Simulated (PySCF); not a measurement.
PySCF input file for B(H)3 cation (BH3), SMILES B (connectivity only; charge and spin as stated), charge +1, multiplicity 2, TDA-PBE0/def2-TZVPD. The structure is a stationary point at r2SCAN-D4/def2-TZVPD. The spin state was assumed, not searched. The isomer is the one that the SMILES or the coordinates give; other isomers of the formula were not compared.

```python
import numpy as np
from pyscf import gto, scf, dft, tdscf

mol = gto.M(
    atom='''
    B     0.00000000    0.00000000   -0.11725891
    H    -0.00000000   -0.71639781    0.93811674
    H    -0.00000000    0.71639781    0.93811674
    H    -0.00000000   -0.00000001   -1.28993894
    ''',
    basis='def2-TZVPD',
    charge=1,
    spin=1,
    max_memory=1600,
    verbose=4,
)
mf = dft.UKS(mol, xc='pbe0').density_fit(auxbasis='def2-universal-jkfit')
mf.grids.level = 3
mf.conv_tol = 1e-9
mf.max_cycle = 100
mf.kernel()
fine, coarse = mf.grids, dft.Grids(mol).set(level=1).build(with_non0tab=True)
for _ in range(3):  # follow internal instabilities
    mf.grids = coarse
    mo, _, stable, _ = mf.stability(return_status=True, nroots=4)
    mf.grids = fine
    if stable:
        break
    mf.kernel(mf.make_rdm1(mo, mf.mo_occ))
mf.grids = dft.Grids(mol).set(level=1).build(with_non0tab=True)  # coarser grid for the response kernel
td = tdscf.TDA(mf)
td.nstates = 10
td.conv_tol = 1e-4
td.kernel(x0=td.get_init_guess(mf, 15))
td.analyze()
```

Program output:

```
PySCF version 2.14.0

[INPUT] verbose = 4
[INPUT] num. atoms = 4
[INPUT] num. electrons = 7
[INPUT] charge = 1
[INPUT] spin (= nelec alpha-beta = 2S) = 1
[INPUT] symmetry False subgroup None
[INPUT] Mole.unit = angstrom
[INPUT] Symbol           X                Y                Z      unit          X                Y                Z       unit  Magmom
[INPUT]  1 B      0.000000000000   0.000000000000  -0.117258910000 AA    0.000000000000   0.000000000000  -0.221587225565 Bohr   0.0
[INPUT]  2 H      0.000000000000  -0.716397810000   0.938116740000 AA    0.000000000000  -1.353795657138   1.772783711470 Bohr   0.0
[INPUT]  3 H      0.000000000000   0.716397810000   0.938116740000 AA    0.000000000000   1.353795657138   1.772783711470 Bohr   0.0
[INPUT]  4 H      0.000000000000  -0.000000010000  -1.289938940000 AA    0.000000000000  -0.000000018897  -2.437631314012 Bohr   0.0

nuclear repulsion = 7.22641603375523
number of shells = 28
number of NR pGTOs = 85
number of NR cGTOs = 64
basis = def2-TZVPD
ecp = {}


[settings echo left out]
init E= -26.302919884968
  alpha nocc = 4  HOMO = -0.266144207617533  LUMO = -0.124465308908043
  beta  nocc = 3  HOMO = -0.439646665141643  LUMO = -0.266144207617533

WARN: HOMO -0.266144207617533 >= LUMO -0.266144207617533

cycle= 1 E= -26.1050263917648  delta_E= 0.198  |g|= 0.157  |ddm|= 0.781
  alpha nocc = 4  HOMO = -0.69960372791137  LUMO = -0.422429906194543
  beta  nocc = 3  HOMO = -0.76277538323127  LUMO = -0.53782000142467
  HOMO = -0.699603727911  LUMO = -0.537820001425  gap/eV = 4.40236
cycle= 2 E= -26.1265290154972  delta_E= -0.0215  |g|= 0.0655  |ddm|= 0.268
  alpha nocc = 4  HOMO = -0.658272231872584  LUMO = -0.375332930930171
  beta  nocc = 3  HOMO = -0.733417773252205  LUMO = -0.48701638233811
  HOMO = -0.658272231873  LUMO = -0.487016382338  gap/eV = 4.66011
cycle= 3 E= -26.1293026680809  delta_E= -0.00277  |g|= 0.00924  |ddm|= 0.0771
  alpha nocc = 4  HOMO = -0.656876744693715  LUMO = -0.375329571028816
  beta  nocc = 3  HOMO = -0.733101241899728  LUMO = -0.481481110191819
  HOMO = -0.656876744694  LUMO = -0.481481110192  gap/eV = 4.77276
cycle= 4 E= -26.1293642525035  delta_E= -6.16e-05  |g|= 0.00191  |ddm|= 0.011
  alpha nocc = 4  HOMO = -0.657656481363579  LUMO = -0.375105851350185
  beta  nocc = 3  HOMO = -0.732403064520714  LUMO = -0.481436906821513
  HOMO = -0.657656481364  LUMO = -0.481436906822  gap/eV = 4.79518
cycle= 5 E= -26.1293679533693  delta_E= -3.7e-06  |g|= 0.00048  |ddm|= 0.00293
  alpha nocc = 4  HOMO = -0.657768328715996  LUMO = -0.375306776844193
  beta  nocc = 3  HOMO = -0.732839926594211  LUMO = -0.4814461402456
  HOMO = -0.657768328716  LUMO = -0.481446140246  gap/eV = 4.79797
cycle= 6 E= -26.1293682174685  delta_E= -2.64e-07  |g|= 0.000121  |ddm|= 0.000729
  alpha nocc = 4  HOMO = -0.657774715643404  LUMO = -0.375284890590518
  beta  nocc = 3  HOMO = -0.73280835858843  LUMO = -0.481432456715474
  HOMO = -0.657774715643  LUMO = -0.481432456715  gap/eV = 4.79852
cycle= 7 E= -26.1293682429657  delta_E= -2.55e-08  |g|= 2.29e-05  |ddm|= 0.000263
  alpha nocc = 4  HOMO = -0.657770333747191  LUMO = -0.375280684931161
  beta  nocc = 3  HOMO = -0.732814419786527  LUMO = -0.481430020745089
  HOMO = -0.657770333747  LUMO = -0.481430020745  gap/eV = 4.79846
cycle= 8 E= -26.1293682438606  delta_E= -8.95e-10  |g|= 2.07e-06  |ddm|= 5.42e-05
  alpha nocc = 4  HOMO = -0.657770694061012  LUMO = -0.375280503894381
  beta  nocc = 3  HOMO = -0.73281371163363  LUMO = -0.481430336093378
  HOMO = -0.657770694061  LUMO = -0.481430336093  gap/eV = 4.79847
Extra cycle  E= -26.1293682438661  delta_E= -5.53e-12  |g|= 7.24e-07  |ddm|= 3.28e-06
converged SCF energy = -26.1293682438661  <S^2> = 0.75409945  2S+1 = 2.0040953
tot grids = 12600
uhf_internal: lowest eigs of H = [0.29439755 0.31532755 0.37755988 0.54690833]
<class 'pyscf.df.df_jk.DFUKS'> wavefunction is stable in the internal stability analysis
tot grids = 12600


******** <class 'pyscf.tdscf.uks.TDA'> for <class 'pyscf.df.df_jk.DFUKS'> ********
nstates = 10
deg_eia_thresh = 1.000e-03
wfnsym = None
conv_tol = 0.0001
eigh lindep = 1e-12
eigh level_shift = 0
eigh max_cycle = 100


Excitation energies (eV)
[ 4.36367888  4.55033041  6.20913478  7.5434273   8.14084469  9.889932
  9.89379156 10.38322518 11.61494735 12.05311711]

** Excitation energies and oscillator strengths **
Excited State   1:      4.36368 eV    284.13 nm  f=0.0004
       3b ->    4b      0.99292
Excited State   2:      4.55033 eV    272.47 nm  f=0.0000
       4a ->    5a     -0.99785
Excited State   3:      6.20913 eV    199.68 nm  f=0.0001
       3a ->    5a     -0.71299
       3b ->    5b      0.68872
Excited State   4:      7.54343 eV    164.36 nm  f=0.0188
       3a ->    5a     -0.68442
       2b ->    5b     -0.11355
       3b ->    5b     -0.71709
Excited State   5:      8.14084 eV    152.30 nm  f=0.1066
       3a ->    7a     -0.22877
       4a ->   12a     -0.10090
       2b ->    4b     -0.95726
Excited State   6:      9.88993 eV    125.36 nm  f=0.0144
       2a ->    5a     -0.51004
       3a ->    5a     -0.10494
       2b ->    5b      0.84032
Excited State   7:      9.89379 eV    125.32 nm  f=0.0114
       4a ->    6a     -0.98186
Excited State   8:     10.38323 eV    119.41 nm  f=0.1429
       3a ->    6a     -0.10249
       4a ->    7a      0.95916
       2b ->    6b     -0.16162
       3b ->    6b     -0.13097
Excited State   9:     11.61495 eV    106.75 nm  f=0.0020
       3a ->    6a     -0.71145
       3a ->    8a     -0.17038
       3a ->    9a     -0.10925
       3b ->    6b      0.60538
       3b ->    8b      0.19627
       3b ->    9b      0.11469
Excited State  10:     12.05312 eV    102.86 nm  f=0.0092
       3a ->    7a     -0.63041
       4a ->    6a      0.10408
       4a ->    8a     -0.65205
       2b ->    4b      0.13208
       3b ->    7b      0.34748

** Transition electric dipole moments (AU) **
state          X           Y           Z        Dip. S.      Osc.
  1        -0.0000      0.0595      0.0000      0.0035      0.0004
  2        -0.0000      0.0000     -0.0000      0.0000      0.0000
  3         0.0278      0.0000      0.0000      0.0008      0.0001
  4         0.3193      0.0000     -0.0000      0.1019      0.0188
  5         0.0000     -0.7311      0.0000      0.5346      0.1066
  6         0.2438     -0.0000      0.0000      0.0595      0.0144
  7         0.0000      0.2164      0.0000      0.0468      0.0114
  8         0.0000      0.0000     -0.7494      0.5616      0.1429
  9         0.0000      0.0000      0.0832      0.0069      0.0020
 10         0.0000     -0.1769     -0.0000      0.0313      0.0092

** Transition velocity dipole moments (imaginary part, AU) **
state          X           Y           Z        Dip. S.      Osc.
  1        -0.0000      0.0022      0.0000      0.0000      0.0000
  2        -0.0000     -0.0000     -0.0000      0.0000      0.0000
  3         0.0028      0.0000      0.0000      0.0000      0.0000
  4         0.0399      0.0000     -0.0000      0.0016      0.0038
  5        -0.0000     -0.1214     -0.0000      0.0147      0.0329
  6         0.0416     -0.0000      0.0000      0.0017      0.0032
  7         0.0000      0.0942      0.0000      0.0089      0.0163
  8         0.0000      0.0000     -0.2266      0.0514      0.0897
  9         0.0000      0.0000      0.0237      0.0006      0.0009
 10         0.0000     -0.1229     -0.0000      0.0151      0.0227

** Transition magnetic dipole moments (imaginary part, AU) **
state          X           Y           Z
  1         0.7989     -0.0000     -0.0000
  2        -0.0000     -0.0000     -0.9157
  3         0.0000      0.0101     -0.0000
  4         0.0000      1.3146     -0.0000
  5        -0.3664      0.0000     -0.0000
  6         0.0000      0.0587     -0.0000
  7        -0.3615      0.0000     -0.0000
  8        -0.0000      0.0000     -0.0000
  9        -0.0000     -0.0000     -0.0000
 10        -0.3800      0.0000      0.0000
```

The run converged.
